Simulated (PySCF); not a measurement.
Cl2H2Sn. Atoms are numbered in the order given.

```xyz
5

Sn     0.0000     0.0000    -0.5338
Cl     1.9037     0.0000     0.8680
Cl    -1.9037     0.0000     0.8680
H      0.0000    -1.4796    -1.4110
H      0.0000     1.4796    -1.4110
```

Coordinates come from a PBE-D3(BJ)/def2-SVP optimisation. The def2 effective core potentials stand for the cores of Sn; spin–orbit coupling is left out.

These are TDDFT-B3LYP/def2-SVPD run with PySCF values and carry that method's errors.

Vertical excitations. Gas-phase values at a fixed geometry. State labels are in the subgroup C2v.

Computed lowest excited states:
| state | symmetry | energy (eV) | λ (nm) | f | main pairs |
|---|---|---|---|---|---|
| S1 | B2 | 5.53 | 224 | 0.031 | HOMO→LUMO 96 % |
| S2 | B1 | 5.61 | 221 | 0.026 | HOMO−1→LUMO 95 % |
| S3 | A2 | 5.65 | 220 | 0.000 | HOMO−2→LUMO 98 % |
| S4 | A1 | 5.78 | 215 | 0.026 | HOMO−3→LUMO 97 % |
| S5 | A2 | 6.46 | 192 | 0.000 | HOMO→LUMO+1 98 % |
| S6 | A1 | 6.63 | 187 | 0.002 | HOMO−1→LUMO+1 96 % |
| S7 | B2 | 6.75 | 184 | 0.008 | HOMO−2→LUMO+1 98 % |
| S8 | B1 | 6.93 | 179 | 0.005 | HOMO−3→LUMO+1 83 %, HOMO−5→LUMO 12 % |
| S9 | B2 | 7.08 | 175 | 0.002 | HOMO→LUMO+2 92 % |
| S10 | B1 | 7.20 | 172 | 0.000 | HOMO−1→LUMO+2 88 % |
| T1 | B2 | 4.94 | 251 | 0 | HOMO→LUMO 95 % |
| T2 | B1 | 5.14 | 241 | 0 | HOMO−1→LUMO 96 % |
| T3 | A2 | 5.29 | 234 | 0 | HOMO−2→LUMO 92 % |
| T4 | A1 | 5.34 | 232 | 0 | HOMO−3→LUMO 94 % |
Triplets are in the Tamm–Dancoff approximation, which puts them higher than full response would, so one can lie above its singlet here.
